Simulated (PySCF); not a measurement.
**Basis-set dependence of population analyses: `ONc1ccccc1`**

Compound: C6H7NO.
Bonds: O1–N2, N2–C3, C3–C4 (aromatic), C4–C5 (aromatic), C5–C6 (aromatic), C6–C7 (aromatic), C7–C8 (aromatic), C3–C8 (aromatic). Hydrogens: H9 on O1; H10 on N2; H11 on C4; H12 on C5; H13 on C6; H14 on C7; H15 on C8.

PBE0 throughout (PySCF), one geometry, spherical d and f functions. The structure is a single PBE0-D3(BJ)/def2-SVP conformer in the gas phase; no vibrational or solvent corrections. Atoms taken as equivalent share a column and are averaged. The first 7 of 11 kinds of atom are listed.

Mulliken charges (e):

```tsv
basis	functions	O1	N2	C3	C4/C8	C5/C7	C6	H9
STO-3G	47	-0.209	-0.229	+0.072	-0.104	-0.084	-0.100	+0.224
pcSseg-0	86	-0.490	-0.417	+0.085	-0.174	-0.246	-0.237	+0.398
6-31G	86	-0.496	-0.482	+0.240	-0.152	-0.188	-0.163	+0.407
6-31G*	126	-0.541	-0.431	+0.291	-0.207	-0.177	-0.177	+0.444
cc-pVDZ	147	-0.212	-0.148	+0.078	-0.007	+0.008	-0.015	+0.181
def2-SVP	147	-0.253	-0.073	+0.079	-0.040	-0.025	-0.021	+0.201
pcSseg-1	171	-0.336	-0.257	+0.095	-0.074	-0.088	-0.092	+0.255
aug-cc-pVDZ	247	-0.488	-0.130	+0.980	+0.516	+0.642	+0.311	+0.156
6-311+G(2d,p)	258	-0.205	-0.400	+0.509	-0.239	-0.161	-0.172	+0.277
def2-TZVP	290	-0.381	-0.160	+0.272	-0.266	-0.081	-0.162	+0.336
```

IAO charges (e):

```
        basis  functions      O1      N2      C3   C4/C8   C5/C7      C6      H9
       STO-3G         47  -0.264  -0.172  +0.042  -0.166  -0.135  -0.158  +0.263
     pcSseg-0         86  -0.428  -0.200  +0.089  -0.191  -0.140  -0.177  +0.363
        6-31G         86  -0.446  -0.213  +0.097  -0.193  -0.141  -0.178  +0.375
       6-31G*        126  -0.447  -0.197  +0.108  -0.191  -0.134  -0.174  +0.371
      cc-pVDZ        147  -0.447  -0.194  +0.109  -0.196  -0.137  -0.179  +0.373
     def2-SVP        147  -0.445  -0.188  +0.106  -0.192  -0.134  -0.175  +0.370
     pcSseg-1        171  -0.454  -0.197  +0.106  -0.196  -0.138  -0.180  +0.377
  aug-cc-pVDZ        247  -0.468  -0.204  +0.108  -0.199  -0.141  -0.183  +0.387
6-311+G(2d,p)        258  -0.469  -0.206  +0.109  -0.198  -0.141  -0.182  +0.387
    def2-TZVP        290  -0.465  -0.203  +0.110  -0.198  -0.140  -0.182  +0.385
```

Hirshfeld charges (e):

```tsv
basis	functions	O1	N2	C3	C4/C8	C5/C7	C6	H9
STO-3G	47	-0.117	-0.093	+0.048	-0.054	-0.028	-0.046	+0.135
pcSseg-0	86	-0.172	-0.071	+0.036	-0.075	-0.045	-0.064	+0.178
6-31G	86	-0.175	-0.087	+0.038	-0.073	-0.047	-0.066	+0.177
6-31G*	126	-0.170	-0.083	+0.037	-0.072	-0.048	-0.067	+0.176
cc-pVDZ	147	-0.157	-0.071	+0.034	-0.076	-0.048	-0.067	+0.172
def2-SVP	147	-0.164	-0.071	+0.037	-0.077	-0.048	-0.067	+0.174
pcSseg-1	171	-0.163	-0.078	+0.035	-0.076	-0.050	-0.068	+0.174
aug-cc-pVDZ	247	-0.162	-0.084	+0.032	-0.076	-0.052	-0.071	+0.171
6-311+G(2d,p)	258	-0.163	-0.084	+0.028	-0.075	-0.052	-0.071	+0.173
def2-TZVP	290	-0.164	-0.083	+0.033	-0.075	-0.052	-0.070	+0.175
```

Some averages cover members that differ in this geometry, most widely: C4/C8, Mulliken in aug-cc-pVDZ +0.342 to +0.690; C4/C8, Mulliken in 6-311+G(2d,p) -0.377 to -0.101; C5/C7, Mulliken in 6-311+G(2d,p) -0.196 to -0.127; C4/C8, Mulliken in pcSseg-1 -0.099 to -0.048 e.

Which scheme is steadiest as the basis changes?

Largest range over the bases for any column: Hirshfeld 0.06 e, IAO 0.20 e, Mulliken 0.91 e. Hirshfeld charges move least and Mulliken charges most, counted in e. Without the minimal STO-3G basis the ranges are Hirshfeld 0.02, IAO 0.04, Mulliken 0.90 e.

How much do the charges still move between the two largest bases, 6-311+G(2d,p) and def2-TZVP?

At most, over all atoms: Mulliken 0.240 e, IAO 0.003 e, Hirshfeld 0.004 e.

What do the same runs give for the total energy, the frontier levels and the dipole moment?

```json
{"basis": "STO-3G", "energy (Eh)": "-357.7927", "HOMO (eV)": "-3.62", "LUMO (eV)": "3.04", "μ (D)": "1.34"}
{"basis": "pcSseg-0", "energy (Eh)": "-361.5172", "HOMO (eV)": "-6.06", "LUMO (eV)": "0.01", "μ (D)": "1.37"}
{"basis": "6-31G", "energy (Eh)": "-362.2442", "HOMO (eV)": "-5.80", "LUMO (eV)": "0.33", "μ (D)": "1.24"}
{"basis": "6-31G*", "energy (Eh)": "-362.3374", "HOMO (eV)": "-5.75", "LUMO (eV)": "0.33", "μ (D)": "1.29"}
{"basis": "cc-pVDZ", "energy (Eh)": "-362.3768", "HOMO (eV)": "-5.85", "LUMO (eV)": "0.11", "μ (D)": "1.44"}
{"basis": "def2-SVP", "energy (Eh)": "-362.0894", "HOMO (eV)": "-5.94", "LUMO (eV)": "0.03", "μ (D)": "1.42"}
{"basis": "pcSseg-1", "energy (Eh)": "-362.3085", "HOMO (eV)": "-6.07", "LUMO (eV)": "-0.13", "μ (D)": "1.29"}
{"basis": "aug-cc-pVDZ", "energy (Eh)": "-362.4021", "HOMO (eV)": "-6.08", "LUMO (eV)": "-0.27", "μ (D)": "1.21"}
{"basis": "6-311+G(2d,p)", "energy (Eh)": "-362.4554", "HOMO (eV)": "-6.08", "LUMO (eV)": "-0.24", "μ (D)": "1.22"}
{"basis": "def2-TZVP", "energy (Eh)": "-362.4851", "HOMO (eV)": "-6.04", "LUMO (eV)": "-0.15", "μ (D)": "1.29"}
```

The dipole is fixed by the density alone, so its range of 0.23 D shows that the density itself changes with the basis, not only its division among atoms.
